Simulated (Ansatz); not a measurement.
`F[SiH2]Cl` + `BNCC` → `BN(CC)[SiH2]Cl` + H–F  (ligand exchange at the Si–F bond)

Computed with Ansatz on PBE0-D4/def2-TZVP structures; ΔE is electronic, products minus reactants. CBS: MP2 limit from def2 TZ/QZ plus the TZ coupled-cluster correction, frozen cores. This one scheme is used for every species. Functionals use def2-TZVPP. Each species was taken in one conformer, which may not be the lowest.

| level | ΔE (kJ/mol) |
| --- | --- |
| r2SCAN-D4 | 98.4 |
| PBE0 | 98.9 |
| MP2/def2-TZVPP | 83.6 |
| MP2/CBS(def2) | 82.9 |

Task: What does CCSD(T)/CBS give? (Estimate.)

Result: Ansatz gave: +87.3 kJ/mol. The listed levels differ from it by 11.1, 11.6, -3.7, -4.4 kJ/mol.

Largest T1 diagnostic among the species: 0.012.

In def2-TZVPP, CCSD(T) changes the Hartree–Fock value by −28.1 kJ/mol (the triples alone add −4.3 kJ/mol) and MP2 by −32.4 kJ/mol. The D4 term adds −18.4 kJ/mol with B3LYP and −10.4 kJ/mol with PBE0; it sums over pairs of atoms, weighted by their polarisabilities, and B3LYP, whose exchange is more repulsive, gets the larger term.

B3LYP here is the variant with VWN-RPA as its local correlation; programs differ in this.
